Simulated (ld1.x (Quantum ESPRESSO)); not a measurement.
**Scattering properties, RRKJ potential for Co**

Co, norm-conserving RRKJ (Kleinman–Bylander form), made with ld1.x (Quantum ESPRESSO) 7.5 (PBE, scalar-relativistic). Core [Ar], reference 3d7.5 4s1.5 4p0. Waves: 4s (bound): rc 2.50 bohr; 4p (bound, empty): rc 2.40 bohr; 3d (bound): rc 1.50 bohr. Local part: all-electron potential smoothed inside 1.25 bohr (lloc = -2). Core correction: Bessel-smoothed model core, default radius (core density twice the valence density). rho0 = 0.02.

The phase is arctan(r·u′/u) with u = r·R(r), unwrapped; energies in Ry, scanned from -2 to 5 Ry. A pole is an energy at which the radial function vanishes at the test radius. The pseudo phase is shifted by a multiple of π to meet the all-electron one at the reference energy, and phase errors are pseudo minus all-electron; the curves can meet again beyond the range given. Levels narrower than the energy grid can be missing from the lists of poles.

```tsv
channel	radius (bohr)	reference energy (Ry)	poles, all-electron	poles, pseudo	unbroken range about the reference energy with phases within 0.05 rad	phase error 1 Ry above the reference energy (rad)
s	2.71	-0.36	1.17	0.00, 1.40	below -0.1	-3.101
p	2.71	-0.08	2.12	1.83, 4.60	below 2.0	-0.020
d	2.71	-0.44	-0.34, 3.84	-0.34, 4.09	below 1.2	+0.008
```

Phases in the p channel:

```csv
E (Ry),all-electron,pseudo
-2.00,1.285,1.283
-1.76,1.263,1.260
-1.52,1.235,1.233
-1.28,1.200,1.197
-1.04,1.152,1.150
-0.80,1.085,1.083
-0.56,0.983,0.982
-0.32,0.815,0.815
-0.08,0.510,0.510
0.16,-0.029,-0.033
0.40,-0.635,-0.647
0.64,-1.018,-1.034
0.88,-1.225,-1.245
1.12,-1.347,-1.370
1.36,-1.427,-1.455
1.60,-1.485,-1.519
1.84,-1.529,-1.572
2.08,-1.565,-1.623
2.32,-1.596,-1.678
2.56,-1.624,-1.750
2.80,-1.651,-1.872
3.04,-1.678,-2.194
3.28,-1.706,-3.489
3.52,-1.738,-4.308
3.76,-1.774,-4.513
4.00,-1.819,-4.603
4.24,-1.877,-4.657
4.48,-1.960,-4.696
4.72,-2.088,-4.727
4.96,-2.308,-4.754
```
